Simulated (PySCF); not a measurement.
# Peak assignment

Mapped SMILES: `[CH3:1][CH2:2][C:3]1=[CH:4][SiH2:5][CH:6]=[CH:7][O:8][CH2:9]1`; H(Xn) means a hydrogen on atom n.

[PySCF 2.14: structure optimised with GFN2-xTB; shielding tensors at PBE0/pcSseg-1 (GIAO); gas phase; averaged over atoms made equivalent by symmetry, fast rotation or ring inversion; single conformer; relativity neglected]

Scale: TMS for ¹³C, ¹H (reference shieldings calculated alike).

(1) Assign these signals to the numbered atoms. ¹³C{¹H} NMR (computed): δ 169.4 (CH), 165.6 (C), 134.4 (CH), 91.0 (CH), 74.6 (CH2), 41.5 (CH2), 17.0 (CH3).

(2) Assign these signals to the numbered atoms. ¹H NMR (400 MHz, computed): δ 7.08 (d, 1H), 6.41 (t, 1H), 4.83 (m, 2H), 4.81 (s, 2H), 4.29 (m, 1H), 2.21 (q, 2H), 1.24 (t, 3H).

## Answers

(1) 
| δ (ppm) | atoms | environment | reason |
| --- | --- | --- | --- |
| 169.4 | C7 | alkene carbon bearing oxygen | an sp2 carbon further deshielded by the attached heteroatom |
| 165.6 | C3 | fully substituted alkene carbon | – |
| 134.4 | C4 | alkene CH | an sp2 carbon of a C=C bond |
| 91.0 | C6 | β carbon of an enol-ether or enamine type C=C | the O or N lone pair pushes π density onto this β carbon and shields it |
| 74.6 | C9 | allylic sp3 CH2 bonded to O | the inductive effect lowers its shielding |
| 41.5 | C2 | allylic sp3 CH2 | saturated and bonded to C and H only |
| 17.0 | C1 | methyl carbon | saturated and bonded to C and H only |

(2) 
| δ (ppm) | atoms | environment | reason |
| --- | --- | --- | --- |
| 7.08 | H(C7) | hydrogen on an alkene carbon bearing oxygen | attached to an sp2 carbon and in the plane of the double bond |
| 6.41 | H(C4) | hydrogen on an alkene CH | olefinic region |
| 4.83 | H(Si5) | hydrogen on a silicon bonded to 2 C, in a 7-membered ring | – |
| 4.81 | H(C9) | hydrogen on an allylic sp3 CH2 bonded to O | its carbon carries O, which withdraws density |
| 4.29 | H(C6) | hydrogen on a β carbon of an enol-ether or enamine type C=C | lone-pair donation from O or N shields it, upfield of ordinary alkene protons |
| 2.21 | H(C2) | hydrogen on an allylic sp3 CH2 | allylic position |
| 1.24 | H(C1) | hydrogen on a methyl carbon | – |

H(Si5) and H(C9) lie closer than the usual error of such a calculation, so a measured spectrum could show them in the other order.

Shifts are as computed. Against solution values, carbons near 30 ppm lie about +3 ppm off and those near 130 ppm about +5 ppm. Of 1211 compounds with measured shifts, 218 miss one by over three times the rms of a fit or turn the order of signals round; such compounds aren't used in these exercises. No couplings were computed; multiplicities are counted from neighbouring protons, with m where these are inequivalent, close in shift, in a saturated or five-membered ring or joined by F or P, and br s for small geminal =CH2 splittings.
